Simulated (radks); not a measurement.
Results of a calculation; reference values are marked as such.
All-electron atom: Te in [Kr] 4d10 5s2 5p4 (the NIST ground configuration). Code: a radial shooting solver on a logarithmic mesh with Libxc functionals. Model: scalar-relativistic Kohn-Sham, BLYP, spin-polarised, spherical densities, point nucleus; open shells are filled with parallel spins first (spin-orbit coupling, left out, can overturn this in heavy ions).

Normalised radial functions P(r) = r R(r), r in bohr:

r,4p down,4d down,5p down
0.004151,0.0141,0.0001,0.0040
0.005537,0.0233,0.0003,0.0066
0.007444,0.0386,0.0007,0.0109
0.009928,0.0624,0.0017,0.0177
0.01324,0.0988,0.0036,0.0280
0.0178,0.1541,0.0080,0.0436
0.02374,0.2282,0.0169,0.0646
0.03192,0.3221,0.0353,0.0911
0.04258,0.4145,0.0696,0.1171
0.05679,0.4708,0.1301,0.1327
0.07635,0.4282,0.2300,0.1200
0.1018,0.2265,0.3646,0.0620
0.1358,-0.1376,0.5097,-0.0418
0.1826,-0.5471,0.5972,-0.1562
0.2436,-0.7091,0.5162,-0.1954
0.3275,-0.3793,0.1796,-0.0890
0.4368,0.3590,-0.3475,0.1274
0.5825,1.0635,-0.8619,0.2966
0.7832,1.2622,-1.1082,0.2387
1.045,0.9230,-0.9818,-0.0567
1.404,0.4342,-0.6358,-0.4238
1.873,0.1333,-0.3088,-0.6423
2.498,0.0243,-0.1078,-0.6449
3.359,0.0022,-0.0242,-0.4836
4.48,0.0001,-0.0034,-0.2832
5.975,0.0000,-0.0002,-0.1250
8.033,0.0000,0.0000,-0.0372

4p down: eigenvalue -113.95 eV, 2 radial nodes at r = 0.123, 0.384 bohr, <r> = 0.821 bohr, 90 % of the charge inside 1.20 bohr. 4d down: eigenvalue -41.222 eV, 1 radial node at r = 0.364 bohr, <r> = 0.971 bohr, 90 % of the charge inside 1.49 bohr. 5p down: eigenvalue -5.188 eV, 3 radial nodes at r = 0.122, 0.372, 0.998 bohr, <r> = 2.73 bohr, 90 % of the charge inside 4.19 bohr.
